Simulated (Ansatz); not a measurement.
The cluster Mg₄O₄⁻. Total charge -1; doublet. Geometry PBE0-D4/def2-SVPD.

Cartesian coordinates in Å:
```
Mg -0.4177 0.1036 -2.0450
Mg -1.6690 -1.2268 0.2787
Mg 0.4172 -0.1029 2.0452
Mg 1.6688 1.2272 -0.2786
O 1.0972 1.1659 -2.0373
O -1.0968 -1.1665 2.0372
O 1.8292 0.9848 1.5486
O -1.8288 -0.9854 -1.5488
```

At PBE-D4/def2-TZVPD, B97M-V/def2-TZVPD, r2SCANh-D4/def2-TZVPD, PBE0-D4/def2-TZVPD the highest occupied level of the charge -1 doublet lies above zero (up to 0.46 eV). It is a level of α spin, whose loss leaves a singlet; that state wasn't run at this geometry and level. The electron is either unbound and held by the finite basis, or the level is raised by self-interaction error. Another isomer (doublet) lies 0.29 eV lower at r2SCAN-D4/def2-TZVPD; other spin states weren't run for this one.

(1) Estimate the α-spin orbital energies around the gap (eV) in Ansatz with HF/def2-TZVPD, PBE-D4/def2-TZVPD, B97M-V/def2-TZVPD, r2SCANh-D4/def2-TZVPD, PBE0-D4/def2-TZVPD.

Answers

(1) 
```
orbital  HF/def2-TZVPD  PBE-D4/def2-TZVPD  B97M-V/def2-TZVPD  r2SCANh-D4/def2-TZVPD  PBE0-D4/def2-TZVPD
HOMO−13         -26.77             -16.40             -18.52                 -18.47              -19.14
HOMO−12          -8.33              -3.39              -3.70                  -4.03               -4.73
HOMO−11          -8.14              -3.15              -3.42                  -3.87               -4.50
HOMO−10          -7.96              -3.06              -3.37                  -3.69               -4.38
 HOMO−9          -7.96              -3.06              -3.37                  -3.69               -4.38
 HOMO−8          -7.31              -2.46              -2.78                  -3.12               -3.76
 HOMO−7          -7.21              -2.19              -2.50                  -2.87               -3.54
 HOMO−6          -7.21              -2.19              -2.50                  -2.87               -3.54
 HOMO−5          -7.00              -2.16              -2.41                  -2.82               -3.44
 HOMO−4          -6.75              -1.96              -2.28                  -2.65               -3.31
 HOMO−3          -6.46              -1.91              -2.18                  -2.55               -3.17
 HOMO−2          -6.46              -1.91              -2.18                  -2.55               -3.17
 HOMO−1          -6.28              -1.74              -2.02                  -2.38               -3.00
   HOMO          -0.97               0.46               0.33                   0.30                0.05
   LUMO           3.29               1.65               1.45                   2.14                2.17
 LUMO+1           3.29               1.65               1.45                   2.14                2.17
 LUMO+2           3.67               2.21               2.04                   2.62                2.70
 LUMO+3           3.80               2.27               2.05                   2.64                2.72
 LUMO+4           3.89               2.28               2.09                   2.78                2.74
 LUMO+5           4.29               2.98               2.76                   3.56                3.38
 β HOMO          -6.50              -1.72              -2.00                  -2.40               -3.01
 β LUMO           3.40               0.81               0.75                   1.44                1.52
```
